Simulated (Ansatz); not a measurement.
## GeF2 (SMILES [F][Ge][F]): entropy by statistical mechanics

A singlet with charge 0, relaxed at wB97M-V/def2-TZVPD (Ansatz 0.2.0):

```xyz
3

F    -0.6774   -1.0994   -0.4981
Ge    0.6414   -0.2969    0.3222
F     0.0252    1.3314    0.1627
```

Harmonic wavenumbers in cm⁻¹: 259, 663, 692.

Masses in u: F 18.998, Ge 72.63. Take T = 298.15 K, p = 1 bar, R = 8.3145 J/(mol K), kT/hc = 207.22 cm⁻¹, rigid rotor and harmonic oscillator.

Problem. Work out S° at 298 K.

Solution. 
1. Translation (Sackur–Tetrode): S = R[3/2 ln M + 5/2 ln T − 1.1517] with M = 110.626 gives 167.5 J/(mol K).
2. Rotation: principal moments 33.591, 64.965, 98.555 u Å² give A, B, C = 0.5019, 0.2595, 0.171 cm⁻¹; the symmetry number is σ = 2; q = (√π/σ)√((kT/hc)³/ABC) = 17714; S = R(ln q + 3/2) = 93.8.
3. Vibration: with u = ν̃/207.22, each mode gives R[u/(eᵘ − 1) − ln(1 − e⁻ᵘ)]; the sum is 9.8, most from 259 cm⁻¹ (7.0), 663 cm⁻¹ (1.5), 692 cm⁻¹ (1.3).
4. Electronic: R ln 1 = 0.0, from the spin multiplicity alone.
5. Sum: 167.5 + 93.8 + 9.8 + 0.0 = 271.1 J/(mol K).

No measured value is set beside it here.
